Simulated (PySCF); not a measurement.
PySCF input (BP86/6-31G* (5d)):

```python
from pyscf import gto, dft

mol = gto.M(
    atom='''
    S     0.06884900   -0.00016800    0.00091100
    H    -1.27690000    0.00311200   -0.01690300
    H     0.04728800    1.48098900    0.01190100
    H     0.04036900   -1.48120300   -0.01074000
    H     0.02419600   -0.01138000    1.48155000
    H     0.06346100    0.01116700   -1.48039000
    ''',
    basis='6-31g*',
    charge=0,
    spin=1,
    verbose=4,
)

mf = dft.UKS(mol, xc='bp86')
mf.grids.level = 3
mf.conv_tol = 1e-9
mf.max_cycle = 100
mf.max_memory = 1500
mf.kernel()
if not mf.converged:
    mf = mf.newton()
    mf.kernel(mf.make_rdm1())
mo, _, stable, _ = mf.stability(return_status=True)
if not stable:
    mf.kernel(mf.make_rdm1(mo, mf.mo_occ))
    stable = mf.stability(return_status=True)[2]
mf.dip_moment()
```

From the output:

```
pruning grids: <function nwchem_prune>
grids dens level: 3
symmetrized grids: False
atomic radii adjust function: <function treutler_atomic_radii_adjust>
small_rho_cutoff = 0
Set gradient conv threshold to 3.16228e-05
tot grids = 67920
init E= -401.095139647324
  alpha nocc = 11  HOMO = -0.143287276007019  LUMO = -0.0179997503934541
  beta  nocc = 10  HOMO = -0.233742354465801  LUMO = -0.143287276007018

WARN: HOMO -0.143287276007019 >= LUMO -0.143287276007018

cycle= 1 E= -400.981295263455  delta_E= 0.114  |g|= 0.0655  |ddm|= 2.04
  alpha nocc = 11  HOMO = -0.132907329162183  LUMO = -0.0143253698108092
  beta  nocc = 10  HOMO = -0.188482606245786  LUMO = -0.100534113670059
  HOMO = -0.132907329162  LUMO = -0.10053411367  gap/eV = 0.88092
cycle= 2 E= -400.98370289995  delta_E= -0.00241  |g|= 0.0431  |ddm|= 0.33
  alpha nocc = 11  HOMO = -0.140997264543084  LUMO = -0.0100606776131023
  beta  nocc = 10  HOMO = -0.19684352429157  LUMO = -0.106840177055833
  HOMO = -0.140997264543  LUMO = -0.106840177056  gap/eV = 0.92946
cycle= 3 E= -400.98511388999  delta_E= -0.00141  |g|= 0.0119  |ddm|= 0.117
  alpha nocc = 11  HOMO = -0.140267237539341  LUMO = -0.00933793965412066
  beta  nocc = 10  HOMO = -0.196759320021347  LUMO = -0.105253727396648
  HOMO = -0.140267237539  LUMO = -0.105253727397  gap/eV = 0.95277
cycle= 4 E= -400.98519008841  delta_E= -7.62e-05  |g|= 0.00551  |ddm|= 0.031
  alpha nocc = 11  HOMO = -0.141251401357901  LUMO = -0.0106344606605933
  beta  nocc = 10  HOMO = -0.197177125769166  LUMO = -0.105837177110709
  HOMO = -0.141251401358  LUMO = -0.105837177111  gap/eV = 0.96367
cycle= 5 E= -400.985209828988  delta_E= -1.97e-05  |g|= 0.000906  |ddm|= 0.0194
  alpha nocc = 11  HOMO = -0.14115037421387  LUMO = -0.010389253072302
  beta  nocc = 10  HOMO = -0.196896701172019  LUMO = -0.105585378264191
  HOMO = -0.141150374214  LUMO = -0.105585378264  gap/eV = 0.96777
cycle= 6 E= -400.985210409728  delta_E= -5.81e-07  |g|= 0.000193  |ddm|= 0.00186
  alpha nocc = 11  HOMO = -0.141131552822139  LUMO = -0.0103632449695223
  beta  nocc = 10  HOMO = -0.196894810127167  LUMO = -0.105552178454439
  HOMO = -0.141131552822  LUMO = -0.105552178454  gap/eV = 0.96816
cycle= 7 E= -400.985210438291  delta_E= -2.86e-08  |g|= 1.62e-05  |ddm|= 0.000714
  alpha nocc = 11  HOMO = -0.14113348673311  LUMO = -0.0103664182429797
  beta  nocc = 10  HOMO = -0.196895625115513  LUMO = -0.105554664700241
  HOMO = -0.141133486733  LUMO = -0.1055546647  gap/eV = 0.96815
cycle= 8 E= -400.985210438569  delta_E= -2.78e-10  |g|= 2e-06  |ddm|= 4.47e-05
  alpha nocc = 11  HOMO = -0.141133262738971  LUMO = -0.010366313276049
  beta  nocc = 10  HOMO = -0.196895043918828  LUMO = -0.105554618165724
  HOMO = -0.141133262739  LUMO = -0.105554618166  gap/eV = 0.96814
Extra cycle  E= -400.985210438574  delta_E= -5.63e-12  |g|= 9.24e-07  |ddm|= 5.92e-06
converged SCF energy = -400.985210438574  <S^2> = 0.75181438  2S+1 = 2.0018136
uhf_internal: lowest eigs of H = [0.21403825 0.23995034 0.35073836]
<class 'pyscf.dft.uks.UKS'> wavefunction is stable in the internal stability analysis
Dipole moment(X, Y, Z, Debye): -0.95672,  0.00233, -0.01267
```

The geometry given is a B3LYP-D3(BJ)/def2-TZVP minimum.
